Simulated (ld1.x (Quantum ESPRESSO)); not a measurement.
# How hard is this Kr (Z = 36) ultrasoft potential?

```
Element                 : Kr (Z = 36)
Generator               : ld1.x (Quantum ESPRESSO) 7.5
Type                    : ultrasoft
Functional              : BLYP
Relativity              : scalar-relativistic
Frozen core             : [Ar] 3d10
Valence charge          : 8
Reference configuration : 4s2 4p4 (charge +2)
Partial waves           : 4s (bound): rcut 1.10, rcutus 1.35 bohr; 4s channel at -2.3 Ry: rcut 1.10, rcutus 1.35 bohr; 4p (bound): rcut 0.90, rcutus 1.25 bohr; 4p channel at -0.1 Ry: rcut 0.90, rcutus 1.25 bohr
Local potential         : all-electron potential smoothed inside 1.00 bohr (lloc = -1)
Core correction         : a·sin(br)/r model core inside 1.00 bohr
Augmentation charge     : built from norm-conserving waves at rcut, not smoothed further
```

The pseudo-atom Hamiltonian at the reference potential is diagonalised in spherical Bessel functions j_l(qr) that vanish at 20 bohr, with q² up to the cutoff. All-electron valence levels (Ry): 4s -3.3771, 4p -2.2653.

How do the lowest levels (Ry) of each channel move with the cutoff, and are there ghosts?

```tsv
cutoff (Ry)	s #1	s #2	p #1	p #2	p #3	d #1	d #2	f #1	Σ f·Δε (mRy)
8	-3.3228	-0.9316	-2.2285	-0.6824	-0.2938	-0.9855	-0.3805	-0.2981	256.6
12	-3.3455	-0.9352	-2.2530	-0.6918	-0.2976	-1.1365	-0.4175	-0.2993	112.9
15	-3.3580	-0.9379	-2.2534	-0.6922	-0.2978	-1.2110	-0.4336	-0.2998	86.5
21	-3.3743	-0.9420	-2.2573	-0.6924	-0.2978	-1.3870	-0.4672	-0.3000	38.3
25	-3.3761	-0.9425	-2.2610	-0.6927	-0.2979	-1.4504	-0.4780	-0.3001	19.9
35	-3.3769	-0.9429	-2.2647	-0.6929	-0.2979	-1.6058	-0.5025	-0.3003	3.7
45	-3.3770	-2.2193	-2.2652	-1.7160	-0.6929	-1.6907	-0.5148	-0.3003	1.3
50	-3.5208	-3.3762	-2.2653	-2.1917	-0.6929	-1.7238	-0.5195	-0.3003	2.4
60	-4.5677	-3.3770	-2.7740	-2.2652	-0.6929	-1.7520	-0.5235	-0.3004	1.2
70	-5.0983	-3.3771	-3.0445	-2.2653	-0.6930	-1.7673	-0.5256	-0.3004	0.7
90	-5.4280	-3.3772	-3.1854	-2.2653	-0.6930	-1.7777	-0.5271	-0.3004	0.4
400	-5.5199	-3.3773	-3.2140	-2.2654	-0.6930	-1.7806	-0.5275	-0.3004	0.0
```

Result: ghost states, extra bound levels that the all-electron valence spectrum of the same l lacks: s at -75.1 eV, p at -43.7 eV, d at -24.2 eV (a true bound ghost makes a file unfit for plane-wave use); 10 mRy is reached at 30 Ry and 1 mRy at 70 Ry.
